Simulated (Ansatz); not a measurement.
System: C₆H₁₂N, charge 0, multiplicity 2. It need not be the lowest isomer of its formula. SMILES: NC1C[CH]CCC1
Geometry from a B3LYP-D3(BJ)/def2-TZVP (Ansatz, a first-principles code) optimisation:
```xyz
19

C     -1.9332     0.1086    -0.0821
C     -1.2374    -1.1913     0.1215
C      0.1724    -1.1830     0.5980
C      1.0342    -0.1577    -0.1520
C      0.3441     1.2043    -0.1686
C     -1.0400     1.1255    -0.8107
N      2.3374    -0.0457     0.5059
H     -2.2063     0.5396     0.8973
H     -2.8732    -0.0322    -0.6201
H     -1.8072    -2.1111     0.1436
H      0.6180    -2.1787     0.5176
H      0.2192    -0.9109     1.6661
H      1.1198    -0.4993    -1.1958
H      0.2644     1.5623     0.8632
H      0.9689     1.9246    -0.7058
H     -0.9378     0.8252    -1.8581
H     -1.5147     2.1093    -0.8074
H      2.9371     0.5974     0.0009
H      2.8093    -0.9433     0.5196
```
Charge 0, spin multiplicity 2.

Quantity: atomisation energy (electronic, to ground-state atoms), in eV. Correlated levels leave the core frozen unless marked. UHF or UKS for open shells. Spin-orbit coupling is left out. No relativistic terms. The coupled-cluster limit lacks core correlation, which all-electron functionals hold. Basis-set limits of correlation are two-point, X^-3; Hartree-Fock from the larger set. The bracket is a focal-point correction in the basis named.

| level | program | atomisation energy (eV) |
|---|---|---|
| SVWN5/def2-TZVPD | Ansatz | 90.72 |
| revPBE/def2-TZVPD | Ansatz | 77.89 |
| PBE0/def2-TZVP | Ansatz | [?] |
| r2SCAN0/def2-TZVPD | Ansatz | [?] |
| LC-wPBE-D4/def2-TZVPD | Ansatz + dftd4 | [?] |
| RI-MP2/CBS(cc-pVTZ,cc-pVQZ)+[CCSD(T)-MP2]/cc-pVTZ | Ansatz | 79.17 |

### Question
Fill in the missing entries.

### Answer

- PBE0/def2-TZVP, atomisation energy (eV): 79.70
- r2SCAN0/def2-TZVPD, atomisation energy (eV): 78.57
- LC-wPBE-D4/def2-TZVPD, atomisation energy (eV): 79.97
